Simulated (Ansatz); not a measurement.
Input file for Ansatz (an electronic-structure program): R-r2SCAN/def2-TZVPP on B2Cl6.

Ansatz 0.2 input:
```yaml
crystal:
  periodic: [false, false, false]
  atoms:
    - {symbol: B, position_ang: [1.38447389, -0.00000000, 0.00000000]}
    - {symbol: B, position_ang: [-1.38447389, -0.00000000, -0.00000000]}
    - {symbol: Cl, position_ang: [0.00000000, 1.44488560, -0.00000000]}
    - {symbol: Cl, position_ang: [-0.00000000, -1.44488560, 0.00000000]}
    - {symbol: Cl, position_ang: [2.27984018, 0.00000000, 1.52605752]}
    - {symbol: Cl, position_ang: [2.27984018, 0.00000000, -1.52605752]}
    - {symbol: Cl, position_ang: [-2.27984018, 0.00000000, 1.52605752]}
    - {symbol: Cl, position_ang: [-2.27984018, 0.00000000, -1.52605752]}
basis:
  gaussian:
    orbitals: def2-TZVPP
hamiltonian:
  xc: {name: r2SCAN}
scf: {lower_state_search: off}
```

Program output:

```
WARN ansatz: RAYON_NUM_THREADS=4 ignored (pool sized by the plan → 4); use --threads N
Functional definition: r2SCAN
these checks for a lower state are left out or cut short: stability, starts, cluster_reference, orbital_swaps, neighbouring_geometries, increment
integrals: 0.53 GiB planned
2102 factors; their error is unknown
mean field: 2.37 GiB planned
mean field evaluation 1: about -76489.9533 eV, gradient 2.6e1 eV
mean field evaluation 2: about -76488.1718 eV, gradient 3.9e1 eV
mean field evaluation 4: about -76491.5234 eV, gradient 1.9e0 eV
mean field evaluation 8: about -76491.5325 eV, gradient 3.1e-2 eV
mean field evaluation 16: about -76491.4840 eV, gradient 9.6e-5 eV
mean field -76491.48396422 eV, -2811.0101878952 hartree, gradient 3.5e-6 eV, S^2 0.000000; 0 other end points of the search recorded, 0 dependent functions left out
reference -76491.48397576 eV, -2811.0101883190 hartree; 56, 56 occupied and 258, 258 virtual orbitals, 2102 factors
Total energy: -76491.48397576 eV, -2811.0101883190 hartree
Checks for a lower state left out: stability, starts, cluster_reference, orbital_swaps, neighbouring_geometries, increment
```

The calculation finished and met its thresholds.

Cost: about 10 core-seconds (a rough figure).
